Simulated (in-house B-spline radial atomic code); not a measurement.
Successive ionisation energies of promethium; each step leads to the configuration of the next row (after the last: bare). NIST's values go from ground level to ground level; the uncertainty of those that are theory runs from under 0.1 % in few-electron ions to several per cent in heavy many-electron ones. Computed with an all-electron radial atomic-structure program (B-spline basis): non-relativistic Hartree-Fock, average of the configuration, point nuclei.

This level leaves out relativity, spin-orbit splitting included, which matters for heavy ions.

```csv
ion,configuration,ionisation energy (eV),tabulated value (eV),computed minus tabulated (eV),highest orbital,largest mean radius (bohr)
Pm52+,[He] 2s2 2p5,10324.3,10378,-54,2p,0.10344
Pm53+,[He] 2s2 2p4,10592.6,10671,-78,2p,0.10292
Pm54+,[He] 2s2 2p3,10863.6,10942,-78,2p,0.1024
Pm55+,[He] 2s2 2p2,11137.5,11819,-682,2p,0.10189
Pm56+,[He] 2s2 2p1,11414.1,12136,-722,2p,0.10138
Pm57+,[He] 2s2,11759.1,12532,-773,2s,0.10087
Pm58+,[He] 2s1,12003.0,12797.26,-794,2s,0.10041
Pm59+,1s2,49592.4,52144.29,-2552,1s,0.024742
Pm60+,1s1,50626.8,53346.31,-2720,1s,0.02459
```

Task: Where is the largest jump?

Result: From Pm58+ to Pm59+, by a factor of 4.13 (12003 to 49592 eV); the highest orbital goes from 2s to 1s.
